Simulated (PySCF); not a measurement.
# C5H10ClSi: g tensor and hyperfine couplings

Compound: C₅H₁₀ClSi (doublet state).
Atom-mapped SMILES: `[CH3:1][C@@H:2]1[CH2:3][CH2:4][Si:5]1[CH2:6][Cl:7]` (hydrogens: H8, H9, H10 on C1; H11 on C2; H12, H13 on C3; H14, H15 on C4; H16, H17 on C6)

Structure used (GFN2-xTB), in Å, numbered top down from 1:
```xyz
17
C5H10ClSi angstrom
C     -0.9726   -1.2305    1.0962
C     -0.8315    0.2356    0.7277
C     -1.2194    0.5971   -0.7215
C     -0.0605    1.5160   -1.1458
Si     0.9409    0.9605    0.4082
C      2.2470   -0.3782   -0.0765
Cl     2.7788   -1.2730    1.3803
H     -0.5973   -1.4102    2.1015
H     -0.4159   -1.8634    0.4079
H     -2.0199   -1.5324    1.0644
H     -1.4108    0.8318    1.4350
H     -1.2393   -0.3022   -1.3369
H     -2.1938    1.0798   -0.7905
H      0.3510    1.2859   -2.1264
H     -0.3515    2.5628   -1.1491
H      1.8458   -1.1216   -0.7659
H      3.1421    0.0541   -0.5184
```

The hyperfine couplings belong to this conformer and change with its torsions.

Method used: UKS B3LYP, pcH-1 on C Cl H Si, non-relativistic, mean-field spin-orbit, GIAO in PySCF. Isolated species at its GFN2-xTB geometry (one conformer only). Couplings are sensitive to structure, and on GFN2-xTB geometries they can be far from those on DFT ones, by a factor of two or more for some ions and for spin on atoms past the first row. No stability test was run, so a lower SCF solution isn't excluded.

```json
{
  "g1, g2, g3": "2.00202, 2.00279, 2.00397",
  "g_iso": "2.00293",
  "Form of g": "rhombic: the two nearest values differ by 39 % of g3 − g1",
  "⟨S²⟩": "0.7514 (exact 0.7500)",
  "α and β electrons": "36, 35",
  "Basis functions": "295"
}
```

Hyperfine couplings atom by atom, in mT; T1 to T3 are the principal values of the dipolar part (MHz turned into mT with g_iso):

```csv
atom,isotope,a_iso,of which spin–orbit,T1,T2,T3,Mulliken spin population
C1,13C,0.10,0.00,-0.04,-0.03,0.07,0.00
C2,13C,0.74,0.00,-0.37,-0.34,0.71,0.06
C3,13C,0.87,0.00,-0.12,-0.07,0.19,0.01
C4,13C,0.49,0.00,-0.29,-0.26,0.55,0.04
Si5,29Si,-16.97,0.03,-5.71,2.83,2.88,0.83
C6,13C,1.08,0.00,-0.17,-0.16,0.33,0.01
Cl7,35Cl,0.10,0.00,-0.02,0.00,0.01,0.00
H8,1H,0.10,0.00,-0.07,-0.04,0.11,0.00
H9,1H,0.01,0.00,-0.07,-0.04,0.11,0.00
H10,1H,0.50,0.00,-0.05,-0.03,0.08,0.01
H11,1H,0.02,0.00,-0.20,-0.10,0.30,0.00
H12,1H,0.20,0.00,-0.08,-0.04,0.12,0.00
H13,1H,1.15,0.00,-0.07,-0.03,0.10,0.02
H14,1H,0.29,0.00,-0.17,-0.03,0.20,0.00
H15,1H,0.23,0.00,-0.17,-0.10,0.27,0.00
H16,1H,1.57,0.00,-0.15,0.01,0.14,0.02
H17,1H,0.03,0.00,-0.15,-0.09,0.24,0.00
```

The largest Mulliken spin populations are on Si5 (+0.83) and C2 (+0.06). Si5 is the only atom above +0.15. The angles at Si5 add up to 300.4°, so it is pyramidal.

Under fast tumbling the dipolar parts average out, and these isotropic splittings remain (the largest six): 1 × 1H (H16, I = 1/2, 2 lines) with 1.57 mT, 1 × 1H (H13, I = 1/2, 2 lines) with 1.15 mT, 1 × 1H (H14, I = 1/2, 2 lines) with 0.29 mT, 1 × 1H (H15, I = 1/2, 2 lines) with 0.23 mT, 3 × 1H (H8/H9/H10, I = 1/2, 4 lines) with 0.20 mT and 1 × 1H (H12, I = 1/2, 2 lines) with 0.20 mT.

Means are taken over nuclei equivalent by connectivity, which assumes that they swap fast. The three 1H nuclei of mean +5.7 MHz run from 0.2 to 14.0 MHz in the frozen geometry.

Main isotope only: 35Cl (natural samples also hold 24 % 37Cl, magnetic too, which adds its own pattern).

The 13C coupling of C6 (30.3 MHz) shows only in satellite lines or after enrichment, since that isotope makes up about 1.07 % of natural carbon.

The 29Si coupling of Si5 (-475.7 MHz) shows only in satellite lines or after enrichment, since that isotope makes up about 4.7 % of natural silicon.
